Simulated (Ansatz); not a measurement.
Start from `CO[Si](C)(N)F` and change one atom or group to get `C[Si](N)(F)P`.

Ansatz, PBE0-D4/def2-TZVP geometries, multiplicity 1. Each molecule was computed in one conformer, which needn't be the lowest.

| property | `CO[Si](C)(N)F` |
| --- | --- |
| size of the dipole moment (B3LYP/def2-TZVPP) / D | 2.04 |
| HOMO–LUMO gap (ωB97M-V/def2-TZVPP) / eV | 12.26 |
| HOMO energy (ωB97M-V/def2-TZVPP) / eV | -10.03 |
| HOMO energy (PBE/def2-TZVPP) / eV | -6.15 |
| HOMO–LUMO gap (PBE0/def2-TZVPP) / eV | 8.48 |
| HOMO–LUMO gap (PBE/def2-TZVPP) / eV | 6.18 |

Question: Give the same properties after the change, and the shifts. (Best estimate.)

Answer: Ansatz gave: 
```
                                        property  `C[Si](N)(F)P`  shift
size of the dipole moment (B3LYP/def2-TZVPP) / D            2.12   0.08
         HOMO–LUMO gap (ωB97M-V/def2-TZVPP) / eV           11.42  -0.84
           HOMO energy (ωB97M-V/def2-TZVPP) / eV           -9.45   0.58
               HOMO energy (PBE/def2-TZVPP) / eV           -6.20  -0.05
            HOMO–LUMO gap (PBE0/def2-TZVPP) / eV            7.83  -0.65
             HOMO–LUMO gap (PBE/def2-TZVPP) / eV            5.85  -0.33
```

With PBE0 the HOMO rises by 0.28 eV and the LUMO falls by 0.37 eV, so the gap narrows by about 0.65 eV. PBE moves the HOMO by -0.05 eV and ωB97M-V by 0.58 eV. Dipoles are sizes alone; their direction can turn.

B3LYP here is the variant with VWN-RPA as its local correlation; programs differ in this.
